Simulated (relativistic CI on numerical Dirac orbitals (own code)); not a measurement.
Radial Dirac CI calculation of Nb⁺.

Command:

```sh
python run_levels.py task.json out
```

Input:

```
atom Nb  Z=41  charge=1  electrons=40
nucleus A=93  rms_radius_fm=4.3240
hamiltonian dirac-coulomb  breit=on  qed=off  c_scale=1
orbitals kli  potential=per-configuration
slater_scale 1
correlation none
mixing on
grid step=0.0125 r_max=74.5
scf mixing=0.4 start=green max_iterations=150 tolerance=2e-08 node_fill=0.05
configurations
  [Kr] 4d4
end
```

Output:

```
SCF 1: [Kr] 4d4
 iter      energy (Ha)   residual   last orbital (Ha)
    1     -3810.451716   1.57e+00     -0.88799
    2     -3817.327253   4.49e-01     -0.48582
    3     -3817.894230   1.29e-01     -0.45645
    4     -3817.931910   2.34e-02     -0.50455
    5     -3817.932830   1.44e-02     -0.49269
    6     -3817.932704   5.02e-04     -0.48739
    7     -3817.932749   1.26e-04     -0.48786
    8     -3817.932755   2.86e-05     -0.48779
    9     -3817.932753   2.25e-06     -0.48777
   10     -3817.932753   1.55e-06     -0.48777
   11     -3817.932753   4.42e-08     -0.48777
   12     -3817.932753   3.33e-09     -0.48777
orbital energies (Ha): 3p3/2 -13.0164  3d3/2 -7.7168  3d5/2 -7.6111  4s -2.5124  4p1/2 -1.6937  4p3/2 -1.6192  4d3/2 -0.4937  4d5/2 -0.4878
configuration averages (Ha): Dirac-Coulomb, Breit, QED
  4d4                          -3817.932753    2.230930    0.000000
levels: no., configuration, term, J, E (cm-1), weight
   1 4d4                    5D   0                0.0  1.00
   2 4d4                    5D   1              116.1  1.00
   3 4d4                    5D   2              338.8  1.00
   4 4d4                    5D   3              654.7  1.00
   5 4d4                    5D   4             1050.9  1.00
   6 4d4                    3H   4            12537.9  0.97
   7 4d4                    3H   5            12802.5  0.98
   8 4d4                    3H   6            13085.4  0.99
   9 4d4                    3P   0            13206.5  0.98
  10 4d4                    3P   1            13863.3  0.99
  11 4d4                    3F   2            14536.9  1.00
  12 4d4                    3F   3            14553.7  0.87
  13 4d4                    3F   4            14684.5  0.88
  14 4d4                    3P   2            14958.5  0.99
lowest total energy -3815.789981 Ha
end: converged
```

Against the reference input this run has: QED terms off. The reference run ends at -3814.297426 Ha with Breit and QED terms.

With so few configurations and no correlation, terms lie too far apart (by 10 to 50 % or more near neutrality), their order can be wrong, and levels of other configurations are missing. Terms and fine structure of an open d or f shell near neutrality can be off by tens of per cent either way.
